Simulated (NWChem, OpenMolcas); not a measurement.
**How basis sets differ on GaH3O (SMILES [H][Ga]([H])[OH])**

GaH3O: 5 atoms, total charge 0, spin state singlet. SMILES: `[H][Ga]([H])[OH]`. The shape comes from GFN2-xTB, which is rough for such elements, and wasn't checked as a minimum.

```jsonl
{"atom": "Ga", "x (Å)": "0.2938", "y (Å)": "0.4909", "z (Å)": "-0.1106"}
{"atom": "H", "x (Å)": "1.8268", "y (Å)": "0.3780", "z (Å)": "-0.2070"}
{"atom": "H", "x (Å)": "-0.5318", "y (Å)": "1.7818", "z (Å)": "-0.2808"}
{"atom": "O", "x (Å)": "-0.5353", "y (Å)": "-0.9374", "z (Å)": "0.2101"}
{"atom": "H", "x (Å)": "-1.0534", "y (Å)": "-1.7134", "z (Å)": "0.3884"}
```

Quantity: the HOMO–LUMO gap, in eV. The values are calculated.

```tsv
level	kind	program	value (eV)
HF/STO-3G	Hartree–Fock	OpenMolcas	13.14
HF/STO-6G	Hartree–Fock	NWChem	12.93
HF/3-21G	Hartree–Fock	OpenMolcas	12.75
HF/def2-SVP	Hartree–Fock	OpenMolcas	13.11
```

All-electron rows without a relativistic Hamiltonian named are non-relativistic. The values span 12.75 to 13.14 eV. A Hartree–Fock LUMO above zero doesn't converge with the basis: it sinks as sets grow more diffuse. Orbital gaps aren't excitation energies.
